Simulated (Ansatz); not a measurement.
Steps of a relaxation of CH6FInO4Si (`[CH3][In]([F])[O][Si](O)(O)O`) with RKS PBE0-D4/def2-TZVP.

```sh
$ ansatz run in.yaml --threads 2 --pin off --events-out ev --progress --plain --max-ram 32768MiB --backend cuda --devices 0, --max-vram 18GiB
```

```yaml
crystal:
  periodic: [false, false, false]
  atoms:
    - {symbol: C, position_ang: [0.597120, 1.864960, -2.141300]}
    - {symbol: In, position_ang: [-0.252400, 1.406640, -0.161960]}
    - {symbol: F, position_ang: [-0.406380, 2.249130, 1.629120]}
    - {symbol: O, position_ang: [-1.417520, -0.273800, -0.013240]}
    - {symbol: Si, position_ang: [-0.458560, -1.265950, 0.783860]}
    - {symbol: O, position_ang: [-0.853220, -1.495520, 2.340230]}
    - {symbol: O, position_ang: [1.021130, -0.481660, 0.664930]}
    - {symbol: O, position_ang: [-0.164350, -2.710380, 0.119330]}
    - {symbol: H, position_ang: [1.457130, 2.507440, -2.007250]}
    - {symbol: H, position_ang: [-0.172810, 2.345580, -2.732490]}
    - {symbol: H, position_ang: [0.869480, 0.901310, -2.553940]}
    - {symbol: H, position_ang: [-1.141990, -0.720320, 2.820250]}
    - {symbol: H, position_ang: [1.764190, -0.955650, 1.040950]}
    - {symbol: H, position_ang: [-0.841820, -3.371780, 0.211520]}
basis:
  gaussian: {orbitals: def2-TZVP}
hamiltonian: {xc: pbe0, dispersion: d4}
relax: {f_tol: 0.005, max_steps: 150}
```

Positions (Å) and forces (eV/Å) along the path, 11 of 51 steps:

```xyz
14
step=1 energy=-25088.7819 eV
C     0.597    1.865   -2.141   -0.512   -0.038    1.152
In   -0.252    1.407   -0.162    0.428    0.351   -0.465
F    -0.406    2.249    1.629    0.022   -0.200   -0.613
O    -1.418   -0.274   -0.013    0.094    0.358    0.081
Si   -0.459   -1.266    0.784   -0.042   -0.101   -0.060
O    -0.853   -1.496    2.340   -0.009   -0.297    0.227
O     1.021   -0.482    0.665   -0.174    0.029   -0.049
O    -0.164   -2.710    0.119    0.123   -0.191   -0.082
H     1.457    2.507   -2.007    0.152    0.116   -0.077
H    -0.173    2.346   -2.732   -0.048    0.084   -0.150
H     0.869    0.901   -2.554    0.048   -0.131   -0.072
H    -1.142   -0.720    2.820   -0.092    0.132    0.061
H     1.764   -0.956    1.041    0.222    0.216    0.024
H    -0.842   -3.372    0.212   -0.213   -0.330    0.024
14
step=5 energy=-25088.9572 eV
C     0.603    1.963   -2.140    0.030   -0.031   -0.028
In   -0.171    1.293   -0.289   -0.032    0.046    0.029
F    -0.315    2.322    1.375    0.019   -0.027   -0.051
O    -1.400   -0.307    0.045    0.023   -0.012    0.032
Si   -0.481   -1.352    0.831   -0.032    0.003   -0.022
O    -0.862   -1.578    2.401    0.017    0.023   -0.005
O     0.996   -0.550    0.654    0.073   -0.171    0.070
O    -0.249   -2.830    0.193   -0.059    0.019   -0.015
H     1.423    2.658   -1.968   -0.007    0.002   -0.001
H    -0.182    2.461   -2.708    0.002    0.001    0.009
H     0.959    1.096   -2.698   -0.010    0.044    0.012
H    -1.195   -0.801    2.858   -0.013   -0.031   -0.023
H     1.790   -0.881    1.081   -0.058    0.113   -0.038
H    -0.917   -3.495    0.366    0.047    0.021    0.029
14
step=8 energy=-25088.9673 eV
C     0.604    1.998   -2.155   -0.006    0.017    0.035
In   -0.153    1.253   -0.321    0.041    0.056   -0.065
F    -0.236    2.300    1.335   -0.001   -0.003    0.029
O    -1.396   -0.324    0.036   -0.025   -0.032   -0.007
Si   -0.488   -1.375    0.825    0.041   -0.048    0.041
O    -0.863   -1.581    2.399   -0.004    0.034    0.009
O     1.000   -0.600    0.624    0.044    0.025   -0.012
O    -0.288   -2.865    0.207   -0.100   -0.091   -0.016
H     1.409    2.702   -1.947   -0.004   -0.011   -0.008
H    -0.194    2.511   -2.691   -0.003   -0.002   -0.004
H     0.975    1.172   -2.759    0.003   -0.014    0.001
H    -1.246   -0.813    2.830    0.001   -0.011    0.007
H     1.783   -0.838    1.124   -0.071   -0.004    0.003
H    -0.907   -3.541    0.492    0.085    0.084   -0.014
14
step=12 energy=-25088.9750 eV
C     0.604    2.039   -2.150    0.018   -0.005   -0.017
In   -0.138    1.229   -0.342   -0.003   -0.003    0.000
F    -0.204    2.142    1.396   -0.001   -0.002   -0.012
O    -1.388   -0.363   -0.056    0.011   -0.035    0.008
Si   -0.495   -1.394    0.778   -0.042    0.000   -0.021
O    -0.845   -1.520    2.368    0.005    0.019   -0.015
O     1.008   -0.646    0.547    0.113   -0.066    0.111
O    -0.355   -2.915    0.219   -0.037    0.032    0.052
H     1.392    2.756   -1.927   -0.005   -0.002   -0.009
H    -0.203    2.540   -2.684    0.003   -0.003    0.010
H     0.998    1.231   -2.767   -0.014    0.025    0.029
H    -1.199   -0.725    2.774    0.015   -0.017   -0.014
H     1.716   -0.795    1.181   -0.092    0.039   -0.096
H    -0.889   -3.577    0.663    0.030    0.018   -0.026
14
step=19 energy=-25088.9831 eV
C     0.611    2.158   -2.102    0.023   -0.001   -0.020
In   -0.143    1.084   -0.448   -0.006   -0.014    0.008
F    -0.262    1.751    1.411   -0.004    0.016    0.019
O    -1.364   -0.536   -0.262   -0.002    0.011   -0.025
Si   -0.513   -1.461    0.729    0.026    0.001    0.014
O    -0.827   -1.298    2.322   -0.018    0.040    0.022
O     1.025   -0.807    0.398   -0.009   -0.005    0.011
O    -0.466   -3.051    0.413   -0.030   -0.026    0.018
H     1.277    2.946   -1.753   -0.017   -0.019    0.003
H    -0.216    2.598   -2.658    0.004   -0.007    0.006
H     1.155    1.469   -2.749   -0.009    0.020    0.005
H    -0.996   -0.388    2.592    0.018   -0.040   -0.028
H     1.678   -0.845    1.101    0.002    0.002   -0.014
H    -0.959   -3.620    1.007    0.022    0.022   -0.020
14
step=20 energy=-25088.9842 eV
C     0.612    2.171   -2.085   -0.003    0.005   -0.017
In   -0.148    1.065   -0.457   -0.011    0.004   -0.015
F    -0.298    1.710    1.411    0.009   -0.009    0.007
O    -1.357   -0.565   -0.296   -0.006    0.010   -0.004
Si   -0.514   -1.471    0.721    0.009   -0.034    0.005
O    -0.823   -1.256    2.308    0.003    0.030    0.001
O     1.027   -0.835    0.370   -0.038    0.015   -0.003
O    -0.486   -3.069    0.447   -0.015    0.005    0.003
H     1.247    2.974   -1.714   -0.001    0.005    0.007
H    -0.216    2.593   -2.654    0.008   -0.005    0.009
H     1.188    1.506   -2.726    0.002   -0.001   -0.005
H    -0.946   -0.329    2.544   -0.002   -0.023   -0.008
H     1.687   -0.879    1.066    0.035   -0.001    0.022
H    -0.973   -3.615    1.065    0.008    0.001   -0.001
14
step=31 energy=-25088.9850 eV
C     0.615    2.185   -2.081    0.005    0.008   -0.007
In   -0.146    1.054   -0.469   -0.005   -0.004    0.003
F    -0.275    1.677    1.410    0.002    0.000   -0.001
O    -1.367   -0.567   -0.310   -0.001    0.004   -0.003
Si   -0.532   -1.475    0.712    0.001   -0.003    0.007
O    -0.823   -1.246    2.300   -0.002    0.000    0.000
O     1.014   -0.853    0.352    0.001    0.003   -0.003
O    -0.541   -3.075    0.447   -0.004   -0.004    0.007
H     1.193    3.022   -1.692   -0.004   -0.007   -0.002
H    -0.212    2.558   -2.683    0.005   -0.004    0.003
H     1.249    1.546   -2.695   -0.004    0.005    0.004
H    -0.919   -0.313    2.530    0.002   -0.002   -0.004
H     1.679   -0.898    1.044    0.001    0.000    0.002
H    -0.936   -3.615    1.133    0.003    0.004   -0.007
14
step=40 energy=-25088.9852 eV
C     0.613    2.189   -2.078    0.000    0.000   -0.001
In   -0.143    1.055   -0.465   -0.001    0.000    0.001
F    -0.242    1.669    1.419    0.001    0.001    0.000
O    -1.377   -0.555   -0.298    0.001   -0.001    0.000
Si   -0.539   -1.473    0.712   -0.002    0.002    0.000
O    -0.809   -1.243    2.304    0.001    0.000   -0.001
O     1.009   -0.866    0.335    0.001   -0.001    0.000
O    -0.567   -3.072    0.445    0.001    0.000    0.000
H     1.088    3.090   -1.692   -0.001   -0.001    0.000
H    -0.203    2.458   -2.746    0.001   -0.001    0.001
H     1.341    1.588   -2.621    0.000    0.001    0.001
H    -0.888   -0.309    2.535    0.000   -0.001    0.000
H     1.681   -0.920    1.019    0.000    0.000    0.000
H    -0.966   -3.610    1.131    0.000    0.000    0.000
14
step=42 energy=-25088.9852 eV
C     0.613    2.189   -2.077    0.001    0.003   -0.004
In   -0.141    1.056   -0.463    0.001    0.000    0.000
F    -0.233    1.669    1.422    0.000    0.000    0.000
O    -1.379   -0.551   -0.295    0.000    0.000    0.000
Si   -0.540   -1.473    0.712    0.000    0.001    0.001
O    -0.806   -1.243    2.305    0.000    0.000   -0.001
O     1.008   -0.869    0.332    0.000   -0.001    0.000
O    -0.572   -3.071    0.443    0.000    0.000   -0.001
H     1.064    3.103   -1.695   -0.003   -0.005   -0.003
H    -0.200    2.435   -2.759    0.006   -0.001    0.004
H     1.359    1.597   -2.605   -0.004    0.004    0.003
H    -0.883   -0.310    2.538    0.000    0.000    0.000
H     1.682   -0.924    1.014   -0.001    0.000    0.000
H    -0.972   -3.608    1.128    0.000    0.001    0.000
14
step=49 energy=-25088.9852 eV
C     0.612    2.190   -2.076    0.003    0.006   -0.007
In   -0.138    1.059   -0.460    0.000   -0.001    0.001
F    -0.214    1.668    1.427    0.000    0.001    0.000
O    -1.384   -0.541   -0.286    0.000    0.000   -0.001
Si   -0.544   -1.471    0.712    0.002    0.001    0.001
O    -0.798   -1.245    2.308    0.000   -0.001    0.001
O     1.006   -0.875    0.324   -0.001   -0.001    0.000
O    -0.587   -3.069    0.439    0.000    0.000    0.000
H     1.005    3.134   -1.703   -0.003   -0.009   -0.005
H    -0.189    2.379   -2.790    0.009   -0.002    0.007
H     1.404    1.623   -2.565   -0.008    0.006    0.005
H    -0.870   -0.312    2.544    0.000    0.000   -0.001
H     1.683   -0.936    1.002    0.000    0.000    0.000
H    -0.986   -3.605    1.125    0.000    0.000    0.000
14
step=51 energy=-25088.9853 eV
C     0.611    2.190   -2.076    0.001    0.003   -0.003
In   -0.138    1.059   -0.459    0.000    0.000    0.000
F    -0.210    1.668    1.428    0.000    0.000    0.000
O    -1.385   -0.539   -0.284   -0.001    0.001    0.000
Si   -0.545   -1.471    0.712    0.000   -0.002    0.000
O    -0.796   -1.245    2.308    0.000    0.000    0.000
O     1.005   -0.876    0.322    0.000    0.000   -0.001
O    -0.590   -3.068    0.438    0.000    0.001    0.001
H     0.990    3.141   -1.705   -0.001   -0.003   -0.001
H    -0.185    2.365   -2.798    0.002   -0.001    0.002
H     1.415    1.631   -2.554   -0.002    0.001    0.002
H    -0.866   -0.312    2.545    0.000    0.000    0.000
H     1.683   -0.939    0.999    0.000    0.000    0.000
H    -0.990   -3.604    1.125    0.000    0.000    0.000
```

Hardware: 2 threads of an AMD EPYC 7R13 on a shared host and a share of an NVIDIA H100 80 GB. Wall time 4.5 min, peak host memory 0.99 GiB.
